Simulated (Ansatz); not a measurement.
A series at Zr: from `[F][Zr]([F])([F])[SH]`, ligands are replaced one by one, each step taking up H₂S and setting free H–F; n counts the steps. Ansatz, PBE0-D4/def2-TZVP geometries. Each molecule was computed in one conformer, which needn't be the lowest.

```json
{"n": "0", "molecule": "`[F][Zr]([F])([F])[SH]`", "zero-point energy, PBE0-D4/def2-TZVP (kJ/mol)": "38.5"}
{"n": "1", "molecule": "`[F][Zr]([F])([SH])[SH]`", "zero-point energy, PBE0-D4/def2-TZVP (kJ/mol)": "56.1"}
{"n": "2", "molecule": "`[F][Zr]([SH])([SH])[SH]`", "zero-point energy, PBE0-D4/def2-TZVP (kJ/mol)": "?"}
{"n": "3", "molecule": "`[SH][Zr]([SH])([SH])[SH]`", "zero-point energy, PBE0-D4/def2-TZVP (kJ/mol)": "91.1"}
```

Q: By hand: fit a straight line y = ȳ + b (n − n̄) to the 3 given rows and predict n = 2.

A: n̄ = 1.333, ȳ = 61.90; Σ(n − n̄)(y − ȳ) = 81.80, Σ(n − n̄)² = 4.667, so b = 17.53 kJ/mol a step. Prediction: 61.90 + (17.53) × (0.667) = 73.6 kJ/mol.

Q: By hand: compare with the computed value, 74.5 kJ/mol, and give the steps along the whole series.

A: The line misses by 0.9 kJ/mol (computed minus predicted). Steps: 17.6, 18.4, 16.6 kJ/mol.

The steps differ by at most 1.8 kJ/mol, 10 % of a mean step, so the ligands' effects nearly add and a line is close. The miss is 1.7 % of the series' range.
